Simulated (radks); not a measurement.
Results of a calculation; reference values are marked as such.
Spherical quantum dot in the effective-mass picture: electrons in a parabolic well V = omega^2 r^2 / 2 with omega = 0.96, all in effective atomic units (hartree* = m*/eps^2 hartree, bohr* = eps/m* bohr), one dielectric constant everywhere. Level of theory: non-relativistic Kohn-Sham, r2SCAN, spin-polarised, spherical densities, generalised Kohn-Sham scheme (a radial shooting solver with Libxc functionals). Levels are named by radial order and angular momentum (1s, 1p, 1d, 2s, ...), and open shells are averaged over m. At N = 33 the configuration is 1s2 1p6 1d10 2s2 1f(up 7, down 6). Does electron 34 go into 1f down or 2p down or 2p up?

Answer. Into 1f down. The total energies of the other choices lie higher by 0.140 hartree* (2p up), 0.146 hartree* (2p down).
